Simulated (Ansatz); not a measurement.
Species: CH₂BCl₂S, charge 0, multiplicity 2. It need not be the lowest isomer of its formula. 
Geometry from a B3LYP-D3(BJ)/def2-TZVP (Ansatz, an electronic-structure program) optimisation:
```
S
C 1 1.7048
H 2 1.0776 1 121.81
H 2 1.0783 3 121.59 1 180.00
B 1 1.7966 2 107.05 3 0.00
Cl 5 1.7527 1 123.60 2 0.00
Cl 5 1.7556 6 120.21 3 180.00
```
Charge 0, spin multiplicity 2.

Dipole moments at this geometry, in debye (magnitudes).

| level | program | dipole (D) |
|---|---|---|
| SVWN5/def2-TZVPD | Ansatz | 1.50 |
| revPBE/def2-TZVPD | Ansatz | 1.54 |
| BHLYP/def2-TZVPD | Ansatz | 1.56 |
| LC-wPBE/def2-TZVPD | Ansatz | 1.54 |
| wB97M-V/def2-TZVPD | Ansatz | 1.43 |
| CCSD(T)/aug-cc-pV(D+d)Z | Ansatz | 1.46 |
